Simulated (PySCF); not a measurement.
**Steps of a relaxation of [Dy(H2O)3]3+**

[Dy(H2O)3]3+ (singlet in the valence; each metal's 4f electrons, 9 of them, lie in its core potential, out of spins and levels). PySCF 2.14.0, RKS r2SCAN, Dy lcecp-1-SVP with ECP55, O def2-SVP, H def2-SVP; non-relativistic Hamiltonian with scalar-relativistic core potentials where named; density fitting; no spin-orbit coupling. Origin of the start: displaced along the imaginary mode. Columns: position (Å) and force (eV/Å). Energies are counted from the last step; some of the 28 steps are shown. Forces carry noise of the integration grid, about 0.01 to 0.03 eV/Å.

Run from Python with OMP_NUM_THREADS=2. Where DIIS fails, smearing, a level shift and second-order steps follow.
It took 2.3 min on 2 threads of Arm Neoverse V2, on a shared host, from the converged density of the start.

```xyz
10
step 0  E = 0.260 eV
Dy    0.0000    0.0000    0.0000     0.00    0.00    0.00
O     2.2724    0.0000    0.0000     1.08    0.00    0.00
H     2.8930    0.2500    0.7722    -0.57   -0.33   -1.14
H     2.8930   -0.2500   -0.7722    -0.57    0.33    1.14
O    -1.1362    1.9679    0.0000    -0.54    0.94    0.00
H    -1.6630    2.3805    0.7722     0.57   -0.32   -1.14
H    -1.2300    2.6304   -0.7722    -0.01   -0.66    1.14
O    -1.1362   -1.9679    0.0000    -0.54   -0.94    0.00
H    -1.2300   -2.6304    0.7722    -0.01    0.66   -1.14
H    -1.6630   -2.3804   -0.7722     0.57    0.32    1.14
```

```xyz
10
step 9  E = 0.038 eV
Dy    0.0000    0.0000    0.0000     0.00    0.00    0.00
O     2.2607    0.0000    0.0000     0.08    0.00    0.00
H     2.8798    0.5373    0.5590    -0.02   -0.01   -0.05
H     2.8798   -0.5373   -0.5590    -0.02    0.01    0.05
O    -1.1303    1.9578    0.0000    -0.03    0.07    0.01
H    -1.9052    2.2254    0.5590     0.02   -0.01   -0.06
H    -0.9746    2.7626   -0.5590     0.00   -0.02    0.05
O    -1.1304   -1.9578    0.0000    -0.03   -0.07   -0.01
H    -0.9746   -2.7626    0.5590     0.00    0.02   -0.05
H    -1.9052   -2.2253   -0.5590     0.02    0.01    0.06
```

```xyz
10
step 18  E = 0.003 eV
Dy    0.0000    0.0000    0.0000     0.00    0.00    0.00
O     2.2590    0.0000    0.0000     0.01    0.00    0.00
H     2.8784    0.7109    0.3057     0.00    0.00   -0.01
H     2.8783   -0.7109   -0.3057     0.00    0.00    0.01
O    -1.1295    1.9564    0.0000     0.00    0.02    0.00
H    -2.0548    2.1373    0.3057     0.00    0.00   -0.01
H    -0.8235    2.8482   -0.3057     0.00    0.00    0.01
O    -1.1295   -1.9564    0.0000     0.00   -0.02    0.00
H    -0.8235   -2.8482    0.3057     0.00    0.00   -0.01
H    -2.0549   -2.1372   -0.3057     0.00    0.00    0.01
```

**Question.** Where does the relaxation end?

**Answer.** It converges at step 27 in D3:
```xyz
10
step 27  E = 0
Dy    0.0000    0.0000    0.0000
O     2.2598    0.0000    0.0000
H     2.8797    0.7542    0.1711
H     2.8797   -0.7543   -0.1711
O    -1.1299    1.9571    0.0000
H    -2.0930    2.1168    0.1711
H    -0.7866    2.8710   -0.1711
O    -1.1299   -1.9571    0.0000
H    -0.7867   -2.8710    0.1711
H    -2.0931   -2.1167   -0.1711
```

**Question.** How did the contacts change?

**Answer.** 
```
     contact  start (Å)  end (Å)
Dy1–O2 (H2O)      2.272    2.260
Dy1–O5 (H2O)      2.272    2.260
Dy1–O8 (H2O)      2.272    2.260
```


No frequency check is given that shows the relaxed geometry to be a minimum. An lcecp potential fixes the number of 4f electrons, so in runs with it no electron can move into or out of that shell.
